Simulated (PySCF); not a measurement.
Delta-SCF ions had no search for a lower state. Excitations are Tamm–Dancoff values on a coarser integration grid. The basis has no diffuse functions, so Rydberg states are missing or too high.

Cartesian coordinates (Å):
SMILES: [SiH2](O)C#C
```xyz
8

C      2.0514     0.3470     0.5877
C      0.9422    -0.0078     0.2719
Si    -0.7346    -0.5375    -0.2282
O     -1.8009     0.7087    -0.1598
H      3.0314     0.6573     0.8709
H     -0.6228    -1.0966    -1.5992
H     -1.2374    -1.5584     0.7141
H     -1.5829     1.5111    -0.6356
```
Charge 0, multiplicity 1.

Estimate the dipole moment, S1 excitation (TDA) and vertical ionisation energy (Delta-SCF) that PySCF with PBE0-D4/def2-TZVP returns for this input.


| Item | Value |
|---|---|
| dipole moment | 0.346 e·Å |
| S1 excitation (TDA) | 5.87 eV |
| vertical ionisation energy (Delta-SCF) | 10.50 eV |
